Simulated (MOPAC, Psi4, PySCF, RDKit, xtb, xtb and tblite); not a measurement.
Two geometries of SMILES c1c(O[SiH3])ccc(c1)C=C, relaxed at GFN2-xTB with one dihedral held; other torsions can differ between them too.

Structure A

```
20

C      3.8816    -0.0599    -0.2699
C      2.8667     0.6952     0.1174
C      1.4570     0.3168    -0.0518
C      0.9489    -0.8383     0.5351
C     -0.3838    -1.1729     0.4021
C     -1.2441    -0.3493    -0.3191
O     -2.5375    -0.7168    -0.4235
Si    -3.8457    -0.0703    -1.1378
C     -0.7480     0.8148    -0.8937
C      0.5840     1.1483    -0.7470
H      4.9050     0.2555    -0.1577
H      3.7236    -1.0369    -0.6966
H      3.0419     1.6900     0.5089
H      1.6103    -1.4800     1.0984
H     -0.7796    -2.0682     0.8567
H     -4.1458     1.2533    -0.5861
H     -3.6480     0.0538    -2.5840
H     -4.8256    -1.0804    -0.7751
H     -1.4189     1.4549    -1.4470
H      0.9587     2.0584    -1.1932
```

Structure B

```
20

C     -3.8975    -0.0630    -0.2772
C     -2.8744     0.7026     0.0785
C     -1.4708     0.3023     0.0510
C     -0.4833     1.2621    -0.1724
C      0.8490     0.9128    -0.2392
C      1.2338    -0.4156    -0.0727
O      2.5470    -0.7108    -0.1405
Si     3.4096    -2.0821    -0.0124
C      0.2596    -1.3792     0.1613
C     -1.0725    -1.0232     0.2175
H     -4.9103     0.3009    -0.2537
H     -3.7652    -1.0798    -0.6066
H     -3.0525     1.7322     0.3642
H     -0.7687     2.2962    -0.3033
H      1.6103     1.6565    -0.4185
H      3.0218    -3.0440    -1.0470
H      3.2228    -2.6994     1.3028
H      4.7407    -1.5322    -0.2065
H      0.5618    -2.4068     0.2994
H     -1.8146    -1.7824     0.4129
```

Question: Which is lower in energy at the level Psi4 with PBE0-D3(BJ)/def2-SVP // GFN2-xTB, and by how much?

Answer: B is lower, by 10.24 kJ/mol (dihedral C1–C2–C3–C4: 60° in A, 150° in B).

E(B) − E(A) in kJ/mol at the other levels, on the same two geometries: GFN2-xTB (xtb and tblite) -7.48; MMFF94 // GFN2-xTB (RDKit) -1.20; PBE0/def2-SVP // GFN2-xTB (Psi4) -10.20; PBE/def2-SVP // GFN2-xTB (Psi4) -11.50; PBE-D3(BJ)/def2-SVP // GFN2-xTB (Psi4) -11.62; UFF // GFN2-xTB (RDKit) -9.80; AM1, restricted, heats of formation // GFN2-xTB (MOPAC) -4.51; PM7, restricted, heats of formation // GFN2-xTB (MOPAC) -1.58; GFN1-xTB // GFN2-xTB (xtb) -7.03; restricted B3LYP/6-31G*, spherical d, density fitting // GFN2-xTB (PySCF) -9.86; restricted M06-2X/6-31G*, spherical d, density fitting // GFN2-xTB (PySCF) -8.69.
